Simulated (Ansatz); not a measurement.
Stepwise reaction of molybdenum dichloride dioxide with hydrogen fluoride, as a gas-phase model of exchange steps in deposition or etching. ΔE in kJ/mol; ΔG adds harmonic PBE0-D4 terms to CCSD(T)/CBS, at 1 bar.

Gas-phase electronic energies from Ansatz, PBE0-D4/def2-TZVP geometries. CCSD(T)/CBS is the MP2 limit (def2-TZVPP, def2-QZVPP) plus CCSD(T) − MP2 in def2-TZVPP, frozen cores. This one scheme is used for every species. DFT in def2-TZVPP. B3LYP here is the variant with VWN-RPA as its local correlation; programs differ in this. Elements past krypton have def2 core potentials. For Mo outer-core shells are correlated without core-valence functions, which leaves a few kJ/mol of doubt a bond.

```tsv
step	reaction	PBE-D4	B3LYP-D4	ωB97M-V	CCSD(T)/CBS	ΔG(500 K)
2	`[O]=[Mo](=[O])([F])[Cl]` + H–F → `[O]=[Mo](=[O])([F])[F]` + HCl	2.7	2.7	-0.8	14.7	11.6
```

(1) Give the row of step 1, `[O]=[Mo](=[O])([Cl])[Cl]` + H–F → `[O]=[Mo](=[O])([F])[Cl]` + HCl. (Estimate.)

(2) By hand: ΔE of the 2 steps together at CCSD(T)/CBS.

## Answers

(1) Ansatz gave: 
```
step                                                            reaction  PBE-D4  B3LYP-D4  ωB97M-V  CCSD(T)/CBS  ΔG(500 K)
   1  `[O]=[Mo](=[O])([Cl])[Cl]` + H–F → `[O]=[Mo](=[O])([F])[Cl]` + HCl     4.3       4.5      0.6         16.6        7.7
```

(2) (16.6) + (14.7) = 31.3 kJ/mol, or 15.7 kJ/mol a step.

In ΔE the steps differ by no more than 1.9 kJ/mol. All are uphill at CCSD(T)/CBS. ΔG lies between 7.7 and 11.6 kJ/mol a step. PBE-D4 differs from CCSD(T)/CBS by -12.3 to -12.0 kJ/mol a step. Isolated molecules leave out the surface, adducts and barriers. Largest T1 diagnostic: 0.025.
